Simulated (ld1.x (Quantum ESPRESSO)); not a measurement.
**An all-electron radial function and its pseudo partner (H (Z = 1))**

Columns: radius, all-electron u(r) and pseudo u(r) of the 1s shell (level -6.49 eV) of hydrogen in the configuration 1s1; PBE, scalar-relativistic, PAW scheme, ld1.x (Quantum ESPRESSO) 7.5.

| r (bohr) | all-electron | pseudo |
| --- | --- | --- |
| 0.068 | 0.1219 | 0.0846 |
| 0.135 | 0.2260 | 0.1665 |
| 0.202 | 0.3158 | 0.2454 |
| 0.270 | 0.3939 | 0.3213 |
| 0.338 | 0.4601 | 0.3915 |
| 0.405 | 0.5150 | 0.4545 |
| 0.473 | 0.5615 | 0.5111 |
| 0.540 | 0.5992 | 0.5595 |
| 0.608 | 0.6301 | 0.6009 |
| 0.675 | 0.6543 | 0.6340 |
| 0.742 | 0.6728 | 0.6599 |
| 0.810 | 0.6867 | 0.6794 |
| 0.878 | 0.6960 | 0.6927 |
| 0.945 | 0.7015 | 0.7004 |
| 1.013 | 0.7036 | 0.7037 |
| 1.080 | 0.7028 | 0.7033 |
| 1.148 | 0.6995 | 0.6998 |
| 1.215 | 0.6940 | 0.6941 |
| 1.283 | 0.6865 | 0.6865 |
| 1.350 | 0.6775 | 0.6775 |
| 1.418 | 0.6670 | 0.6670 |
| 1.485 | 0.6555 | 0.6555 |
| 1.553 | 0.6429 | 0.6429 |
| 1.620 | 0.6296 | 0.6296 |
| 1.688 | 0.6155 | 0.6155 |
| 1.755 | 0.6011 | 0.6011 |

(1) How many radial nodes do the two functions have?

(2) At about which radius was the pseudo-wave matched?

(3) Is the pseudo-wave norm-conserving?

Answers

(1) The all-electron 1s function has n − l − 1 = 0; the pseudo-wave has 0.

(2) 1.35 bohr. The columns agree to 0.0005 from 1.15 bohr on; several derivatives are matched, so the curves merge somewhat inside the radius.

(3) No, it belongs to a PAW set: the norm inside the radius is not constrained, and the difference is carried by the augmentation charge.
